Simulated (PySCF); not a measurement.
**Phosphorus: a sound run and one with changed settings**

Sound run: P+ [Ne] 3s2 3p2, P(2+) [Ne] 3s2 3p1. Calculation: PySCF 2.14, in aug-cc-pVDZ-DK; scalar relativity by spin-free X2C-1e. In the sound run the correlated levels freeze [Ne]. The sound run starts from symmetry-adapted Hartree-Fock orbitals and uses a fine grid where one is needed.

Changed run: all electrons correlated in a basis built for the valence shell.

```json
{"species": "P+", "method": "MP2", "sound run (hartree)": "-341.20966", "changed run (hartree)": "-341.21631", "converged": "yes"}
{"species": "P+", "method": "CCSD(T)", "sound run (hartree)": "-341.23141", "changed run (hartree)": "-341.23781", "converged": "yes"}
{"species": "P(2+)", "method": "MP2", "sound run (hartree)": "-340.49386", "changed run (hartree)": "-340.50069", "converged": "yes"}
{"species": "P(2+)", "method": "CCSD(T)", "sound run (hartree)": "-340.51404", "changed run (hartree)": "-340.52072", "converged": "yes"}
```

Ionisation energy of P+:

| method | sound run (eV) | changed run (eV) |
| --- | --- | --- |
| UHF | 19.160 | 19.160 |
| MP2 | 19.478 | 19.473 |
| SCS-MP2 | 19.399 | 19.393 |
| CCSD | 19.509 | 19.501 |
| CCSD(T) | 19.521 | 19.513 |

A valence basis has no tight correlating functions, so it recovers only part of the core correlation, and not evenly between atom and ion.

For comparison, NIST gives 19.769 eV between the lowest levels.
